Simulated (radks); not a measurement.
Q: All-electron atom: Au II in [Xe] 4f14 5d10. Calculated with a radial shooting solver on a logarithmic mesh with Libxc functionals: Dirac Kohn-Sham, BLYP, spin-unpolarised, spherical densities, finite nucleus; Fermi nuclear charge, rms radius 5.4371 fm. Some entries of the table are withheld. Estimate them.

orbital  occ.  eigenvalue (hartree)  <r^2> (bohr^2)
1s1/2       2             -2962.944       0.0003934
2s1/2       2             -522.6558        0.005939
2p1/2       2             -501.3912        0.004201
2p3/2       4             -433.9192        0.005389
3s1/2       2             -123.5770         0.03858
3p1/2       2             -113.9752             (1)
3p3/2       4             -99.08739             (2)
3d3/2       4             -83.07720             (3)
3d5/2       6             -79.87689             (4)
4s1/2       2                   (5)          0.1872
4p1/2       2             -22.95040          0.1909
4p3/2       4             -19.37875          0.2236
4d3/2       4             -12.65167          0.2363
4d5/2       6             -11.98655          0.2479
5s1/2       2              -4.28316          0.9668
4f5/2       6                   (6)             (7)
4f7/2       8                   (8)             (9)
5p1/2       2              -2.95238           1.140
5p3/2       4              -2.34558           1.380
5d3/2       4              -0.59594           2.829
5d5/2       6              -0.53841           3.112

A: 
(1) 3p1/2 <r^2> (bohr^2): 0.03516
(2) 3p3/2 <r^2> (bohr^2): 0.04158
(3) 3d3/2 <r^2> (bohr^2): 0.03189
(4) 3d5/2 <r^2> (bohr^2): 0.03364
(5) 4s1/2 eigenvalue (hartree): -27.05220
(6) 4f5/2 eigenvalue (hartree): -3.35974
(7) 4f5/2 <r^2> (bohr^2): 0.2976
(8) 4f7/2 eigenvalue (hartree): -3.21966
(9) 4f7/2 <r^2> (bohr^2): 0.3062
